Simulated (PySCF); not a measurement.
Electronic structure of Cr²⁺ (chromium, charge +2) at the UHF level

Configuration: [Ar] 3d4, high-spin 5D determinant. Computed with PySCF 2.14 in ANO-RCC-VTZP, with the spin-free X2C one-electron Hamiltonian (Gaussian nucleus).

- Total energy: -1048.880611 hartree
- One-electron energy: -1428.5382 hartree
- Hartree (Coulomb) energy: 427.3616 hartree
- Exchange energy: -47.7040 hartree
- ⟨S²⟩: 6.0014
- ⟨L²⟩: 6.017
- Sum of ⟨r⟩: 14.57 bohr
- Sum of ⟨r²⟩: 16.23 bohr²
- Traceless quadrupole moment −½Σ⟨3z² − r²⟩ along its main axis: -0.499 e·bohr²
- Langevin diamagnetic susceptibility: -12.9 ×10⁻⁶ cm³/mol

```
shell  electrons  mean orbital energy (eV)  spread (eV)  rms radius, mean of both spins (bohr)
 1s β          1                   -6064.4            0                                 0.0734
 1s α          1                   -6064.4            0                                 0.0734
 2s α          1                   -747.04            0                                  0.316
 2s β          1                   -744.54            0                                  0.316
 2p α          3                   -628.36        0.029                                  0.287
 2p β          3                   -625.85        0.770                                  0.287
 3s α          1                   -117.71            0                                  0.966
 3s β          1                   -109.30            0                                  0.966
 3p α          3                   -83.610        1.326                                   1.04
 3p β          3                   -73.319        1.982                                   1.04
 3d α          4                   -32.441        1.756                                   1.34
```

Densities and radii are taken from the X2C orbitals without a picture-change correction, which distorts them close to the nucleus.

Spin-orbit constants ζ (cm⁻¹) from the X2C one-electron operator on these orbitals: bare nucleus, nucleus screened by l(l+1)(2l+1)/3 electrons, and screened by the Breit-Pauli mean field of the electrons.

```tsv
shell	bare	screened nucleus	mean field
2p	49380	45270	n/a
3p	5745	5266	n/a
3d	484.8	282.8	n/a
```

To first order the Landé constant is A = 70.70 cm⁻¹, so the lowest level has J = 0 and lies 0.0526 eV below the centre of the term. This holds in LS coupling only.
